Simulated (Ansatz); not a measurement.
Mulliken charges of BH4NSSi (`SB1N[SiH2]1`) from B3LYP/def2-TZVPP in Ansatz (PBE0-D4/def2-TZVP geometry).

```csv
atom,x (Å),y (Å),z (Å),charge (e)
S1,-0.756,2.044,-1.142,-0.164
B2,-0.298,0.517,-0.346,0.173
N3,0.762,-0.059,0.337,-0.269
Si4,-0.481,-1.289,0.283,0.170
H5,0.389,2.715,-0.911,0.086
H6,1.690,0.199,0.636,0.137
H7,-1.061,-1.680,1.593,-0.066
H8,-0.154,-2.503,-0.507,-0.066
```

Question: By hand: the dipole of these point charges (1 e Å = 4.8032 D).

Answer: Σ q r = (0.131, 0.088, 0.022) e Å, of length 0.159 e Å = 0.76 D.

Question: How does the dipole of the full density compare? (An estimate is asked.)

Answer: Ansatz gave: (0.358, -0.008, 0.158) e Å, 1.88 D; the point charges give 0.40 times that, at 37° from its direction.

Point charges leave out the atoms' own dipoles, such as those of lone pairs, and Mulliken's split depends on the basis, so the two needn't agree.

B3LYP here is the variant with VWN-RPA as its local correlation; programs differ in this.
